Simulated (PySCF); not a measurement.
C4H12F2Si2, SMILES C[Si](C)(C)[Si](C)(F)F, singlet (GFN2-xTB optimised geometry):

```
20

C      2.345    -1.287     0.000
Si     0.434    -1.287     0.000
C     -0.180    -2.221     1.550
C     -0.180    -2.220    -1.551
Si    -0.400     0.869     0.000
C     -2.260     1.225    -0.004
F      0.221     1.722     1.223
F      0.226     1.724    -1.218
H      2.738    -0.778    -0.875
H      2.737    -0.777     0.875
H      2.748    -2.297     0.000
H     -1.264    -2.298     1.568
H      0.217    -3.231     1.584
H      0.126    -1.720     2.464
H      0.127    -1.719    -2.465
H     -1.263    -2.298    -1.570
H      0.218    -3.230    -1.584
H     -2.446     2.297    -0.006
H     -2.748     0.808     0.872
H     -2.745     0.805    -0.880
```

Calculation: PBE0/def2-SVP (PySCF).

Question: What are the frontier orbital energies and the dipole moment?

Answer: HOMO-2 -8.82 eV, HOMO-1 -8.79 eV, HOMO -7.81 eV, LUMO 0.22 eV, LUMO+1 0.39 eV; dipole moment 2.92 D.

Meta-Löwdin charges at PBE0/def2-SVP: C1 -0.54, Si2 0.62, C3 -0.54, C4 -0.54, Si5 1.12, C6 -0.57, F7 -0.48, F8 -0.48, H9 0.12, H10 0.12, H11 0.12, H12 0.11, H13 0.12, H14 0.12, H15 0.12, H16 0.11, H17 0.12, H18 0.13, H19 0.12, H20 0.12.
